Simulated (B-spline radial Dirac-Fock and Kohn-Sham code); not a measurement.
**The Te atom: differential elastic cross section for electrons at 5 keV**

These are calculated numbers from an atomic code on a B-spline grid; the model is relativistic (Dirac) partial waves in the static field of the Dirac-Fock atom with Furness-McCarthy exchange, without polarisation or absorption potentials.

| θ (°) | dσ/dΩ (a₀²/sr) | Sherman function |
| --- | --- | --- |
| 0 | 255 | 0.000 |
| 1 | 225 | 0.000 |
| 2 | 160 | 0.000 |
| 3 | 99.4 | 0.000 |
| 5 | 35.7 | 0.000 |
| 7 | 15.1 | 0.000 |
| 10 | 5.49 | 0.000 |
| 15 | 1.62 | 0.000 |
| 20 | 0.728 | -0.002 |
| 25 | 0.388 | -0.004 |
| 30 | 0.225 | -0.005 |
| 40 | 0.0961 | 0.000 |
| 50 | 0.0519 | 0.019 |
| 60 | 0.0320 | 0.040 |
| 70 | 0.0218 | 0.048 |
| 80 | 0.0162 | 0.030 |
| 90 | 0.0132 | -0.013 |
| 100 | 0.0118 | -0.063 |
| 110 | 0.0115 | -0.098 |
| 120 | 0.0120 | -0.109 |
| 130 | 0.0129 | -0.102 |
| 140 | 0.0140 | -0.085 |
| 150 | 0.0150 | -0.064 |
| 160 | 0.0159 | -0.042 |
| 170 | 0.0165 | -0.021 |
| 180 | 0.0167 | 0.000 |

The total elastic cross section is 4.28 a₀², the first transport cross section 0.258 a₀² and the second, weighted with (3/2) sin²θ, 0.407 a₀². The mean deflection is ⟨1 − cos θ⟩ = 0.0603, and 1.9 % of the collisions scatter beyond 90°.

On this grid of angles the cross section has a minimum near 110°.

Phase shifts modulo π (rad) for κ = −1 to −5: -0.381, 1.261, 0.133, -0.662, -1.207.
